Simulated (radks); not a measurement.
Results of a calculation; reference values are marked as such.
O2+, 6 electrons, occupied as [He] 2s2 2p2.

Level of theory: Dirac Kohn-Sham, PBE, spin-unpolarised, spherical densities, point nucleus; open shells are shared between the two j in proportion to 2j + 1; speed of light set to 116.481 atomic units (0.85 times the physical value, a model run) (a radial shooting solver on a logarithmic mesh with Libxc functionals).

Energy parts (hartree):
| part | energy |
|---|---|
| total | -73.18579 |
| kinetic | 73.19172 |
| electron-nucleus | -165.85150 |
| Hartree | 26.76137 |
| exchange-correlation | -7.28738 |

Orbitals (lengths in bohr, moments of r in powers of bohr; <r^-3> diverges for s and p1/2; r(max) is where P^2 peaks):
| orbital | occ. | eigenvalue (hartree) | r(max) | <r^4> | <r^-3> |
|---|---|---|---|---|---|
| 1s1/2 | 2 | -20.50226 | 0.1290 | 0.007532 | - |
| 2s1/2 | 2 | -2.14498 | 0.8311 | 2.871 | - |
| 2p1/2 | 0.666667 | -1.59077 | 0.7420 | 3.346 | - |
| 2p3/2 | 1.33333 | -1.58808 | 0.7432 | 3.363 | 7.199 |

The highest occupied level is 2p3/2 at -43.214 eV. The density falls to 0.001 e/bohr^3 at r = 2.58 bohr.
